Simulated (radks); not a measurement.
Problem. The mean radii <r> (bohr) of the occupied orbitals of an atom or ion are listed with their occupations. All-electron calculation, scalar-relativistic Kohn-Sham, r2SCAN, spin-polarised, spherical densities, finite nucleus; meta-GGA in the generalised Kohn-Sham scheme; Fermi nuclear charge, rms radius of each element as measured or else 0.836 A^(1/3) + 0.57 fm. Program: a radial shooting solver on a logarithmic mesh with Libxc functionals.

orbital  occ.      <r>
1s          2  0.01606
2s          2  0.06760
2p          6  0.06144
3s          2   0.1744
3p          6   0.1764
3d         10   0.1600
4s          2   0.3842
4p          6   0.4096
4d         10   0.4308
5s          2   0.8565
4f         14   0.4538
5p          6   0.9762
5d         10    1.253

Name the element and its charge. Open shells, if any, are filled with parallel spins first.

Solution. Z = 82, lead, charge +4: Pb4+ in [Xe] 4f14 5d10. The 1s radius gives Z: for a bare nucleus <r> = (2 gamma + 1)/(2Z) with gamma = sqrt(1 - (Z/c)^2), 0.01587 bohr for Z = 82, and screening makes it slightly larger (0.01606 here). The occupations add up to 78, and the charge is Z minus that.
